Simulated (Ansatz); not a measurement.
Species: C2H5NO, SMILES `CNC=O` (C–N–C–O torsion 0°) (charge 0, multiplicity 1).

Task: Give a relaxed geometry from Ansatz (a quantum-chemistry and plane-wave program) with B3LYP-D3(BJ)/def2-TZVP.

Result: One answer among several that fit: the end point of this relaxation, one of several conformers (outside a Z-matrix the atoms follow the SMILES, hydrogens last).
Cartesian coordinates (Å) in one orientation:
```xyz
9

C     -1.114    -0.069     0.130
N      0.207     0.512    -0.012
C      1.332    -0.228    -0.163
O      1.381    -1.440    -0.197
H     -1.006    -1.150     0.091
H     -1.565     0.208     1.084
H     -1.773     0.250    -0.680
H      0.306     1.513     0.000
H      2.233     0.405    -0.253
```
